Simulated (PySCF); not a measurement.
# What a mistake does to a calculation on B2CClH5

Calculated results; nothing here was measured. They come from PySCF 2.14.0, an open-source quantum chemistry program, on an isolated molecule that a program drew, which may never have been made. The molecule is B2CClH5 (charge 0, singlet), drawn as the SMILES string `CBBCl`.

Each row is a Hartree-Fock (HF) and frozen-core CCSD(T) single point in the cc-pV(D+d)Z basis, meant for a local HF minimum. Run 1 is clean. Each other run has one planted mistake out of seven kinds, and not every kind appears here: one electron removed, one electron added, multiplicity raised by two, geometry at a saddle point, minimal basis STO-3G, one bond length entered in bohr, all coordinates scaled. The reference is restricted for singlets and unrestricted otherwise, and also for a bond in bohr. Adding or removing an electron swaps singlet and doublet. Electrons count all cores. HOMO and LUMO are orbital energies over both spins, the gradient is its largest component, and the lowest frequency (negative if imaginary) is given only where the gradient is small. Bond lengths are over the 8 bonds as drawn. T1 is the CCSD diagnostic: over 0.02 (restricted) or 0.045 (unrestricted) a single reference is doubtful.

Geometry of the clean run:
```xyz
9
B2CClH5, angstrom
C    -1.0679   -2.5474    1.9623
B    -1.3844   -1.9289    0.5439
B    -2.0061   -0.3686    0.2910
Cl   -3.7670   -0.1225    0.3135
H    -0.1370   -3.1220    1.9584
H    -1.8675   -3.2747    2.1661
H    -1.0498   -1.8395    2.7929
H    -1.2063   -2.6291   -0.4228
H    -1.3548    0.6152    0.0876
```

```
run,electrons,basis functions,<S^2>,HOMO (eV),LUMO (eV),gradient (hartree/bohr),lowest frequency (cm^-1),mean bond (Å),longest bond (Å),T1,HF (hartree),CCSD(T) (hartree),mistake
1,38,90,0.000,-10.87,2.27,3.0e-05,53,1.3432,1.778,0.0123,-549.67295,-550.18388,no fault
2,37,90,0.769,-17.94,-8.69,8.7e-02,-,1.3432,1.778,0.0286,-549.31136,-549.81773,one electron removed
3,38,90,2.014,-6.77,-1.41,6.3e-02,-,1.3432,1.778,0.0232,-549.51248,-550.02760,?
4,38,29,0.000,-9.56,5.95,2.1e-02,-,1.3432,1.778,0.0109,-543.66115,-543.82967,?
```

**Which mistake was planted in run 3, and what did it cost?**

Electrons, basis and geometry are unchanged, and <S^2> is 2.014, beside S(S+1) = 2.00 for a multiplicity of 3. So the mistake is: multiplicity raised by two. Subtracting run 1 and multiplying by 627.51 kcal/mol a hartree, the energy moved by 100.7 kcal/mol in HF and 98.1 kcal/mol in CCSD(T).

**Which mistake was planted in run 4, and what did it cost?**

It has 29 basis functions where the clean run has 90, with the same electrons and geometry. So the mistake is: minimal basis STO-3G. Subtracting run 1 and multiplying by 627.51 kcal/mol a hartree, the energy moved by 3772.5 kcal/mol in HF and 3987.3 kcal/mol in CCSD(T).

